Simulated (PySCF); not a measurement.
## HGeO, doublet: data card

Method: PySCF, UPBE0, basis Ge def2-TZVP, O def2-TZVP, H def2-TZVP (no relativity, density fitting).

The structure is a minimum.

Z-matrix (Å, degrees; charge 0 multiplicity 2):
```
Ge
O  1 1.6514
H  1 1.5990 2 112.81
```

* Point group: Cs
* Bond lengths: Ge–H 1.599 Å, Ge–O 1.651 Å
* Bond angles: H–Ge–O 112.8°
* Rotational constants: 7.978, 0.4588, 0.4338 cm⁻¹
* Spin squared ⟨S²⟩: 0.761
* Highest occupied level (α): -7.35 eV
* Heat capacity Cp at 298.15 K: 41.0 J/(mol K)
* Enthalpy at 298.15 K above 0 K: 10.72 kJ/mol
* Dipole moment: 3.23 D
* Rotational symmetry number: 1
* Entropy at 298.15 K and 1 bar (electronic part: spin only): 256.5 J/(mol K)
* Atomisation energy without zero-point energy: 728 kJ/mol
* Principal quadrupole moments (Buckingham, traceless) about the centre of mass: -4.95, 0.94, 4.01 D Å
* Lowest empty level (β): -3.92 eV
* Principal polarisabilities: 25.9, 33.8, 44.2 bohr³
* Zero-point energy: 18.9 kJ/mol

Harmonic modes (masses in u: Ge 73.921, O 15.995, H 1.008):
```
symmetry  ω (cm⁻¹)  IR (km/mol)     type
      a'       461         13.7     bend
      a'       911         13.2  stretch
      a'      1781         92.6  stretch
```

Charges (e):
| atom | Mulliken | Löwdin | polar tensor | spin (Mulliken) | Mayer order to Ge1 |
| --- | --- | --- | --- | --- | --- |
| Ge1 | 0.40 | 0.34 | 0.43 | 0.33 | – |
| O2 | -0.43 | -0.29 | -0.37 | 0.40 | 1.98 |
| H3 | 0.03 | -0.05 | -0.06 | 0.26 | 0.81 |

Mulliken populations on Ge1: s 7.66, p 13.71, d 10.19, f 0.04.

Only a few start shapes were tried, so a lower isomer may exist.

The final relaxation and frequency run took 42 s on 2 threads of a shared Arm Neoverse V1 host, with 85 basis functions and 15 gradients; the process peaked at 0.8 GiB. Launch command: `OMP_NUM_THREADS=2 python axn.py task.json out`.
